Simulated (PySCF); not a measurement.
## Working out the excitation energy of N+

N+ [He] 2s2 2p2 (3P) → N+ [He] 2s2 2p1 3d1 (high-spin determinant). All numbers are calculated (PySCF 2.14, no relativity, point nucleus, in aug-cc-pwCVDZ (5s4p2d, 27 functions)). Frozen: nothing. Energies in hartree (1 hartree = 27.21139 eV):

```
            part  N+ (lower)  N+ (upper)
             UHF  -53.881662  -52.870283
CCSD correlation   -0.110146   -0.111042
             (T)   -0.001081   -0.004592
```

Problem. What does Hartree-Fock give?

Solution. (-52.870283) − (-53.881662) = 1.011379 hartree = 27.521 eV.

Problem. What do CCSD and CCSD(T) give?

Solution. The CCSD correlation energies differ by -0.000896 hartree = -0.024 eV and the triples by -0.003511 hartree = -0.096 eV, so CCSD gives 27.497 eV and CCSD(T) 27.401 eV.

One determinant mixes LS terms, so it does not stand for a single term.

A double-zeta basis recovers only part of the correlation energy.

The coupled-cluster amplitudes are large, so a single reference is strained.
